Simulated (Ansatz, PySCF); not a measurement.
The pair A = HF (SMILES F) (first 2 atoms), B = CH2O2 (SMILES O=CO); geometry from B3LYP-D3(BJ)/def2-TZVP.
(charge 0, multiplicity 1):
```xyz
7

F      0.390     0.001     0.462
H     -0.155    -0.473     1.095
O     -0.690    -0.784     2.617
C     -0.109    -0.034     3.375
O      0.792     0.867     3.027
H     -0.279    -0.032     4.455
H      0.920     0.837     2.052
```

MP2 and its Hartree–Fock in aug-cc-pVQZ are density fitted. Rows in 6-31G* carry no dispersion term and start afresh at each structure (6-31G* with six Cartesian d functions). MP2/6-31G* freezes PySCF's default core.

Run with Ansatz (a first-principles code) with Gaussian orbitals; PySCF for 6-31G* rows. Values without a source in brackets are computed.

Total energies (hartree), monomers frozen at their geometry in the pair:

```
structure              HF/aug-cc-pVQZ  B3LYP/def2-TZVPPD    MP2/6-31G*
---------------------  --------------  -----------------  ------------
AB                       -288.9356477       -290.3640661  -289.4475810
A in the pair's basis    -100.0646656       -100.4938802  -100.1884215
B in the pair's basis    -188.8551644       -189.8511308  -189.2441687
A                        -100.0645653       -100.4937990  -100.1814677
B                        -188.8551166       -189.8510803  -189.2406694
```

Work out the interaction energy without and with the counterpoise correction, and the superposition error, for each level.


E(AB) − E(A) − E(B), times 627.509 kcal/mol, with the monomers in their own basis and then in the pair's basis:
- HF/aug-cc-pVQZ: -10.02 uncorrected, -9.93 corrected; the monomers gain 0.09 kcal/mol from borrowed functions
- B3LYP/def2-TZVPPD: -12.04 uncorrected, -11.96 corrected; the monomers gain 0.08 kcal/mol from borrowed functions
- MP2/6-31G*: -15.97 uncorrected, -9.41 corrected; the monomers gain 6.56 kcal/mol from borrowed functions
